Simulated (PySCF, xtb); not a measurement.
C₄H₆OS, SMILES C=C1O[C@@H](C)S1.

GFN2-xTB in xtb at its own geometry gives an orbital gap of 3.16 eV and a dipole moment of 1.56 D.

Geometry: B3LYP-D3(BJ)/def2-SVP. The structure was generated by enumeration; whether it is a known compound was not checked.

### Question
What does PBE/def2-TZVP in PySCF give? (An estimate is asked for; the answer gives what the named calculation found.)

### Answer
gap 3.36 eV (levels -5.07 and -1.71 eV), dipole 1.85 D.
